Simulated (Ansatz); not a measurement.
Consider the cleavage of the Al–B bond: `[BH2][Al]([NH2])[NH2]` + HCl → `[NH2][Al]([NH2])[Cl]` + BH₃.

Isolated molecules relaxed with PBE0-D4/def2-TZVP in Ansatz; ΔE leaves out vibrations. CBS: MP2 limit from def2 TZ/QZ plus the TZ coupled-cluster correction, frozen cores. This one scheme is used for every species. Functionals use def2-TZVPP. Each species was taken in one conformer, which may not be the lowest.

```tsv
level	ΔE (kcal/mol)
PBE0-D4	-45.3
CAM-B3LYP	-47.5
MP2/def2-QZVPP	-49.7
HF/CBS(def2)	-52.0
```

Q: What does CCSD(T)/CBS give? (An estimate is asked.)

A: Ansatz gave: -46.9 kcal/mol. The listed levels differ from it by 1.6, -0.6, -2.8, -5.1 kcal/mol.

Largest T1 diagnostic among the species: 0.011.

From PBE to PBE0 (25 % exact exchange), in def2-TZVPP and without D4, ΔE moves by −2.4 kcal/mol. In def2-TZVPP, CCSD(T) changes the Hartree–Fock value by +5.7 kcal/mol (the triples alone add +0.5 kcal/mol) and MP2 by +2.6 kcal/mol.
